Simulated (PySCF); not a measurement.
Cartesian coordinates in Å; atom numbers follow the order of the lines, from 1:
```xyz
24

F    -5.355    0.843   -0.192
C    -4.102    0.395   -0.217
C    -3.056    1.300   -0.098
C    -1.748    0.820   -0.129
C    -1.471   -0.548   -0.277
Si    0.294   -1.194   -0.346
C     1.546    0.162    0.044
C     3.002   -0.319   -0.014
Si    4.256    1.046    0.341
C    -2.560   -1.427   -0.391
C    -3.873   -0.969   -0.363
H    -3.277    2.362    0.019
H    -0.930    1.540   -0.033
H     0.451   -2.323    0.627
H     0.581   -1.751   -1.708
H     1.311    0.570    1.043
H     1.386    0.992   -0.667
H     3.171   -1.141    0.704
H     3.234   -0.741   -1.008
H     4.102    2.149   -0.660
H     5.658    0.527    0.270
H     4.025    1.620    1.704
H    -2.386   -2.502   -0.503
H    -4.724   -1.647   -0.451
```

Geometry: PBE0-D3(BJ)/def2-SVP; GIAO shifts from PySCF 2.14.0 with density-fitted response routines, gas phase, non-relativistic, averaged over equivalent atoms.

At PBE0/pcSseg-1 (266 basis functions):
```
      atoms  δ (ppm)
         F1   -108.0
         C2    171.6
     C4/C10    142.5
         C5    130.9
     C3/C11    120.6
         C7      6.0
         C8      3.0
        Si6    -35.2
        Si9    -59.2
    H13/H23     7.56
    H12/H24     7.16
    H14/H15     4.65
H20/H21/H22     4.00
    H16/H17     0.95
    H18/H19     0.76
```

Referencing at the same level of theory: 19F (177.25 ppm) vs CFCl3; 13C (184.41 ppm) and 29Si (351.99 ppm) and 1H (31.27 ppm) vs TMS.

**Question.** Estimate the result of repeating the calculation with CAM-B3LYP/pcSseg-1.

**Answer.** 
```json
{"atoms": "F1", "δ at CAM-B3LYP/pcSseg-1": "-104.9", "change": "+3.1"}
{"atoms": "C2", "δ at CAM-B3LYP/pcSseg-1": "176.4", "change": "+4.8"}
{"atoms": "C4/C10", "δ at CAM-B3LYP/pcSseg-1": "146.2", "change": "+3.7"}
{"atoms": "C5", "δ at CAM-B3LYP/pcSseg-1": "135.3", "change": "+4.4"}
{"atoms": "C3/C11", "δ at CAM-B3LYP/pcSseg-1": "123.8", "change": "+3.2"}
{"atoms": "C7", "δ at CAM-B3LYP/pcSseg-1": "5.8", "change": "-0.2"}
{"atoms": "C8", "δ at CAM-B3LYP/pcSseg-1": "2.7", "change": "-0.3"}
{"atoms": "Si6", "δ at CAM-B3LYP/pcSseg-1": "-35.4", "change": "-0.2"}
{"atoms": "Si9", "δ at CAM-B3LYP/pcSseg-1": "-60.6", "change": "-1.4"}
{"atoms": "H13/H23", "δ at CAM-B3LYP/pcSseg-1": "7.52", "change": "-0.04"}
{"atoms": "H12/H24", "δ at CAM-B3LYP/pcSseg-1": "7.14", "change": "-0.02"}
{"atoms": "H14/H15", "δ at CAM-B3LYP/pcSseg-1": "4.53", "change": "-0.12"}
{"atoms": "H20/H21/H22", "δ at CAM-B3LYP/pcSseg-1": "3.92", "change": "-0.08"}
{"atoms": "H16/H17", "δ at CAM-B3LYP/pcSseg-1": "0.89", "change": "-0.06"}
{"atoms": "H18/H19", "δ at CAM-B3LYP/pcSseg-1": "0.68", "change": "-0.08"}
```

Chemical shifts δ = σref − σ; 19F (σ = 189.10 ppm) vs CFCl3; 13C (σ = 182.45 ppm) and 29Si (σ = 343.41 ppm) and 1H (σ = 31.33 ppm) against TMS, all at this level.

The largest change is at C2 (aromatic carbon bearing fluorine). Cost: 266 basis functions. The order of the carbon signals is the same at both levels.

Unscaled 19F shifts against computed CFCl3 carry errors that often reach 10 to 50 ppm.
